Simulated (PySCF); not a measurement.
# A survey of 17O NMR shifts

[PySCF 2.14.0 with density-fitted response routines: PBE0/pcSseg-1 with gauge-including orbitals; geometry: GFN2-xTB; no solvent model; fast rotation and ring inversion assumed for equivalent nuclei; non-relativistic; a single conformation]

Shieldings were converted by a linear fit to measured shifts: 17O (scatter 10.7 ppm rms, 12.2 ppm with the 3 outliers that the fit left out vs liquid water, solution or neat liquid). Occasional misses reach two or three times the rms, and more in compound classes unlike the fitted ones.

Give the 17O shifts of `O=CN[Si@@H]1NC[Si@@H](O)N1`, `NC(=O)[Si@@H]1NC[Si@@H](O)N1`, `C[SiH2][C@@H](F)C#C[SiH2]C=O`, `CC(=O)/C=C\O[SiH2]P`, `O=C[C@@H]1[SiH2]C=C[SiH2][C@H]1F`, `O=CO[Si](O)(O)O`.

Results:


| compound | environment | δ (ppm) |
| --- | --- | --- |
| [O:1]=[CH:2][NH:3][Si@@H:4]1[NH:5][CH2:6][Si@@H:7]([OH:8])[NH:9]1 | O1: amide-type carbonyl oxygen | 350.4 |
| [O:1]=[CH:2][NH:3][Si@@H:4]1[NH:5][CH2:6][Si@@H:7]([OH:8])[NH:9]1 | O8: oxygen bonded to Si, H | 9.9 |
| [NH2:1][C:2](=[O:3])[Si@@H:4]1[NH:5][CH2:6][Si@@H:7]([OH:8])[NH:9]1 | O3: amide-type carbonyl oxygen | 416.1 |
| [NH2:1][C:2](=[O:3])[Si@@H:4]1[NH:5][CH2:6][Si@@H:7]([OH:8])[NH:9]1 | O8: oxygen bonded to Si, H | 8.5 |
| C[SiH2][C@@H](F)C#C[SiH2]C=O | carbonyl oxygen | 817.6 |
| [CH3:1][C:2](=[O:3])/[CH:4]=[CH:5]\[O:6][SiH2:7][PH2:8] | O3: ketone oxygen | 557.9 |
| [CH3:1][C:2](=[O:3])/[CH:4]=[CH:5]\[O:6][SiH2:7][PH2:8] | O6: oxygen bonded to C, Si | 85.9 |
| O=C[C@@H]1[SiH2]C=C[SiH2][C@H]1F | aldehyde oxygen | 545.8 |
| [O:1]=[CH:2][O:3][Si:4]([OH:5])([OH:6])[OH:7] | O1: carbonyl oxygen | 362.5 |
| [O:1]=[CH:2][O:3][Si:4]([OH:5])([OH:6])[OH:7] | O3: oxygen bonded to C, Si | 175.7 |
| [O:1]=[CH:2][O:3][Si:4]([OH:5])([OH:6])[OH:7] | O5/6/7: oxygen bonded to Si, H (×3) | 5.1 |

In solution the two oxygens of a carboxylic acid give one averaged line by proton exchange, and hydrogen bonding shields acid and N–H amide carbonyl oxygens by tens of ppm; neither is in these numbers.
